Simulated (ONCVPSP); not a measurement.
# Te (Z = 52), ONCV: configuration errors across variants

```json
{"Element": "tellurium (Te)", "Generator": "ONCVPSP 4.0.1", "Type": "optimised norm-conserving Vanderbilt (ONCV)", "Functional": "BLYP", "Relativity": "fully relativistic", "Frozen core": "[Kr] 4d10", "Valence charge": "6", "Reference configuration": "5s2 5p4", "Partial waves": "5s: rc 1.90 bohr, ncon 3, nbas 8, qcut 2.7 1/bohr, 2 projectors, debl 2 Ha; 5p: rc 1.90 bohr, ncon 3, nbas 7, qcut 4.3 1/bohr, local", "Local potential": "the p channel", "Core correction": "Teter function, fcfact 1.75, rcfact 1.45"}
```

Open shells are filled in proportion to 2j + 1.

All-electron excitation energies from the reference (eV): (1) 5s2 5p3 9.599; (2) 5s2 5p2 27.435; (3) 5s2 5p1 54.324; (4) 5s0 5p6 18.751.

1 further variants failed, have other tests or too few solved ones, and are left out.

The file “base” misses its own reference levels by 0.5 eV. The file “p: ncon 5, nbas 9” misses its own reference levels by 0.6 eV. The file “core correction Teter function, fcfact 5, rcfact 1.45” misses its own reference levels by 0.5 eV. The file “p: rc 1.86” misses its own reference levels by 0.5 eV. The file “s: qcut 3.1” misses its own reference levels by 0.5 eV.

Errors AE − PS in meV (a dash: test not solved or not reliable):

| change | (1) | (2) | (3) | (4) | bound ghosts | GHOST(+) flags above zero |
| --- | --- | --- | --- | --- | --- | --- |
| base | +17 | +38 | +68 | -85 | none | none |
| p: ncon 5, nbas 9 | +19 | +43 | +75 | -86 | none | none |
| core correction Teter function, fcfact 5, rcfact 1.45 | +5.1 | -31 | -147 | -118 | none | none |
| p: rc 1.86 | +17 | +37 | +67 | -84 | none | none |
| s: qcut 3.1 | +17 | +36 | +63 | -67 | none | none |
| p: nproj 1; local potential polynomial inside 1.80 bohr (lpopt 5, dvloc0 2 Ha) | +2.5 | +11 | +29 | -47 | none | s |

Task: Give the same row for: s: qcut 2.5; p: qcut 3.9.

Result: +17, +39, +69, -90; bound ghosts: none; GHOST(+) flags above zero: none.
